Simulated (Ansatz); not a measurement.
CH$_{5}$GaO, closed shell: at the end structure of a reaction step.

The input file, in.yaml:

```yaml
crystal:
  periodic: [false, false, false]
  atoms:
    - {symbol: Ga, position_ang: [-1.409584, -0.685977, -0.540530]}
    - {symbol: O, position_ang: [0.679430, -0.042123, -1.588693]}
    - {symbol: H, position_ang: [1.004697, -0.584503, -2.312195]}
    - {symbol: C, position_ang: [-0.549156, 0.183094, 1.112177]}
    - {symbol: H, position_ang: [1.407207, 0.080474, -0.970953]}
    - {symbol: H, position_ang: [-1.233677, 0.209532, 1.966233]}
    - {symbol: H, position_ang: [-0.240596, 1.215319, 0.904012]}
    - {symbol: H, position_ang: [0.341778, -0.375716, 1.429950]}
basis:
  gaussian: {orbitals: def2-TZVPP}
hamiltonian: {xc: {name: BLYP}, dispersion: d4}
```

Launched with

```bash
ansatz run in.yaml --threads 2 --pin off --events-out ev --progress --plain --max-ram 4352MiB
```

What Ansatz 0.2.0 printed:

```
Functional definition: BLYP
  name "BLYP"
  cite "Becke, Phys. Rev. A 38, 3098 (1988) doi:10.1103/PhysRevA.38.3098"
  cite "Lee, Yang & Parr, Phys. Rev. B 37, 785 (1988) doi:10.1103/PhysRevB.37.785"
  parameter beta = 0.0042
  parameter a = 0.04918
  parameter b = 0.132
  parameter c = 0.2533
  parameter d = 0.349
  exchange = b88_x(beta = beta)
  correlation = lyp_c(a = a, b = b, c = c, d = d)
994 factors; their error is unknown
mean field evaluation 1: about -55527.8799 eV, gradient 9.7e1 eV
mean field evaluation 2: about -55456.1978 eV, gradient 1.8e2 eV
mean field evaluation 4: about -55544.9448 eV, gradient 2.0e1 eV
mean field evaluation 8: about -55545.7789 eV, gradient 1.1e-1 eV
mean field evaluation 16: about -55545.7608 eV, gradient 3.1e-4 eV
mean field -55545.76076061 eV, -2041.2690576835 hartree, gradient 6.6e-5 eV, S^2 0.000000; 0 other end points of the search recorded, 0 dependent functions left out
reference -55545.76107958 eV, -2041.2690694053 hartree; 25, 25 occupied and 155, 155 virtual orbitals, 994 factors
Total energy: -55546.04516534 eV, -2041.2795093645 hartree
```

Hardware: 2 CPU threads of an Intel Xeon 6975P-C, shared host. Wall time about 1.1 s.
